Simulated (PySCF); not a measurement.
Spinor energies of W³⁺ (tungsten, charge +3)

Start: [Xe] 4f14 5d3; 5d3/2 filled at m_j = -1/2, +1/2, +3/2. Calculated with PySCF 2.14 in x2c-SVPall-2c (7s9p9d2f, 93 functions): generalised Hartree-Fock with the X2C-1e Hamiltonian and a Gaussian nucleus; one run each with spin-orbit coupling (SO) switched off, then screened by Boettger's factors.

```json
{"spinor shell": "1s1/2", "electrons": "2", "ε, spin-free (eV)": "-69927.0", "ε, screened SO (eV)": "-69905.3", "weight of nominal j (screened SO)": "1.000", "rms radius, screened SO (bohr)": "0.0208"}
{"spinor shell": "2s1/2", "electrons": "2", "ε, spin-free (eV)": "-12236.4", "ε, screened SO (eV)": "-12229.3", "weight of nominal j (screened SO)": "1.000", "rms radius, screened SO (bohr)": "0.0838"}
{"spinor shell": "2p1/2", "electrons": "2", "ε, spin-free (eV)": "-10709.4", "ε, screened SO (eV)": "-11676.0", "weight of nominal j (screened SO)": "1.000", "rms radius, screened SO (bohr)": "0.0713"}
{"spinor shell": "2p3/2", "electrons": "4", "ε, spin-free (eV)": "-10709.4", "ε, screened SO (eV)": "-10316.7", "weight of nominal j (screened SO)": "1.000", "rms radius, screened SO (bohr)": "0.0787"}
{"spinor shell": "3s1/2", "electrons": "2", "ε, spin-free (eV)": "-2903.9", "ε, screened SO (eV)": "-2901.3", "weight of nominal j (screened SO)": "1.000", "rms radius, screened SO (bohr)": "0.214"}
{"spinor shell": "3p1/2", "electrons": "2", "ε, spin-free (eV)": "-2443.8", "ε, screened SO (eV)": "-2655.0", "weight of nominal j (screened SO)": "1.000", "rms radius, screened SO (bohr)": "0.206"}
{"spinor shell": "3p3/2", "electrons": "4", "ε, spin-free (eV)": "-2443.8", "ε, screened SO (eV)": "-2356.1", "weight of nominal j (screened SO)": "1.000", "rms radius, screened SO (bohr)": "0.221"}
{"spinor shell": "3d3/2", "electrons": "4", "ε, spin-free (eV)": "-1908.5", "ε, screened SO (eV)": "-1945.7", "weight of nominal j (screened SO)": "1.000", "rms radius, screened SO (bohr)": "0.195"}
{"spinor shell": "3d5/2", "electrons": "6", "ε, spin-free (eV)": "-1908.5", "ε, screened SO (eV)": "-1881.2", "weight of nominal j (screened SO)": "1.000", "rms radius, screened SO (bohr)": "0.199"}
{"spinor shell": "4s1/2", "electrons": "2", "ε, spin-free (eV)": "-655.52", "ε, screened SO (eV)": "-654.54", "weight of nominal j (screened SO)": "1.000", "rms radius, screened SO (bohr)": "0.478"}
{"spinor shell": "4p1/2", "electrons": "2", "ε, spin-free (eV)": "-501.88", "ε, screened SO (eV)": "-551.09", "weight of nominal j (screened SO)": "1.000", "rms radius, screened SO (bohr)": "0.487"}
{"spinor shell": "4d3/2", "electrons": "4", "ε, spin-free (eV)": "-303.16", "ε, screened SO (eV)": "-310.67", "weight of nominal j (screened SO)": "0.999", "rms radius, screened SO (bohr)": "0.544"}
{"spinor shell": "4d5/2", "electrons": "6", "ε, spin-free (eV)": "-303.16", "ε, screened SO (eV)": "-297.11", "weight of nominal j (screened SO)": "1.000", "rms radius, screened SO (bohr)": "0.556"}
{"spinor shell": "5s1/2", "electrons": "2", "ε, spin-free (eV)": "-123.27", "ε, screened SO (eV)": "-122.95", "weight of nominal j (screened SO)": "1.000", "rms radius, screened SO (bohr)": "1.15"}
{"spinor shell": "5p1/2", "electrons": "2", "ε, spin-free (eV)": "-81.794", "ε, screened SO (eV)": "-90.391", "weight of nominal j (screened SO)": "0.948", "rms radius, screened SO (bohr)": "1.32"}
{"spinor shell": "4f5/2", "electrons": "6", "ε, spin-free (eV)": "-80.246", "ε, screened SO (eV)": "-81.054", "weight of nominal j (screened SO)": "0.986", "rms radius, screened SO (bohr)": "0.670"}
{"spinor shell": "5p3/2", "electrons": "4", "ε, spin-free (eV)": "-81.794", "ε, screened SO (eV)": "-77.722", "weight of nominal j (screened SO)": "0.865", "rms radius, screened SO (bohr)": "1.29"}
{"spinor shell": "4f7/2", "electrons": "8", "ε, spin-free (eV)": "-80.246", "ε, screened SO (eV)": "-78.616", "weight of nominal j (screened SO)": "0.938", "rms radius, screened SO (bohr)": "0.720"}
{"spinor shell": "5d3/2", "electrons": "3", "ε, spin-free (eV)": "-38.089", "ε, screened SO (eV)": "-38.173", "weight of nominal j (screened SO)": "0.776", "rms radius, screened SO (bohr)": "1.89"}
```

(1) Where does 4p3/2 lie, and what is the 4p spin-orbit splitting (screened SO)?

| quantity | spin-free | screened SO |
| --- | --- | --- |
| E (hartree) | -16128.11405 | -16147.04394 |
| M_J | 3/2 | 3/2 |
| ⟨J²⟩ | 6.755 | 5.462 |
| ⟨L²⟩ | 12.004 | 11.559 |
| ⟨S²⟩ | 3.751 | 3.562 |

The determinant has a definite M_J but mixes levels of different J.

Each row is a mean over spinors that exchange with the open shell spreads, by up to 3.328 eV (5s1/2).

Rows whose weight is well below 1 are mixtures of j = l ± 1/2: exchange outweighs spin-orbit coupling there, and the label is only the starting occupation.

Breit and QED terms are absent; they matter most for the inner s and p1/2 levels.

Densities and radii are taken from the X2C orbitals without a picture-change correction, which distorts them close to the nucleus.

Without spin-orbit coupling the j labels of p, d and f shells carry no meaning; the spin-free column gives the mean over the occupied spinors of each nl shell, and its ⟨J²⟩ belongs to a mixture of degenerate components.

## Answers

(1) At -480.98 eV, 70.104 eV above 4p1/2.
